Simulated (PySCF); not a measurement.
Harmonic spectrum computed at PBE0 in the def2-TZVP basis family (core potentials from Rb on, PySCF, no spin–orbit coupling):

```json
{"ω (cm⁻¹)": "411", "IR (km/mol)": "9.3"}
{"ω (cm⁻¹)": "432", "IR (km/mol)": "8.6"}
{"ω (cm⁻¹)": "538", "IR (km/mol)": "28.8"}
{"ω (cm⁻¹)": "784", "IR (km/mol)": "178"}
{"ω (cm⁻¹)": "1157", "IR (km/mol)": "61.0"}
{"ω (cm⁻¹)": "1363", "IR (km/mol)": "149"}
```

Question: Which molecule gave it? In each, all ligands are bound to the one heavy central atom.
A. SbO₂F (singlet)
B. AsO₂F (singlet)
C. SO₂F (doublet)
D. RuO₂F (doublet)
E. MoO₂F (doublet)

Answer: C. It has Cs symmetry with S–F 1.581 Å, S–O 1.432 Å (×2).
